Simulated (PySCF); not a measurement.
**PBE0 on Mo³⁺ (molybdenum, charge +3)**

Configuration: [Kr] 4d3, high-spin 4F determinant. Calculation: PySCF 2.14, in cc-pVTZ-PP with ECP28MDF; scalar relativity through the core potential.

| Property | Result |
| --- | --- |
| Total energy | -66.0125 hartree |
| One-electron energy | -100.9669 hartree |
| Hartree (Coulomb) energy | 41.8742 hartree |
| Exchange-correlation energy | -6.9198 hartree |
| ⟨S²⟩ | 3.7513 |
| ⟨L²⟩ | 12.013 |
| Sum of ⟨r⟩ | 14.51 bohr |
| Sum of ⟨r²⟩ | 22.00 bohr² |
| Time after the integrals | 0.25 s of wall time on 1 thread of AMD EPYC 9R45 96-Core Processor (shared host) |

| shell | electrons | mean orbital energy (eV) | rms radius, mean of both spins (bohr) |
| --- | --- | --- | --- |
| 4s α | 1 | -101.77 | 1.18 |
| 4s β | 1 | -99.000 | 1.18 |
| 4p α | 3 | -74.214 | 1.30 |
| 4p β | 3 | -70.984 | 1.30 |
| 4d α | 3 | -35.818 | 1.73 |

Energies and moments cover only the electrons outside the core potential.
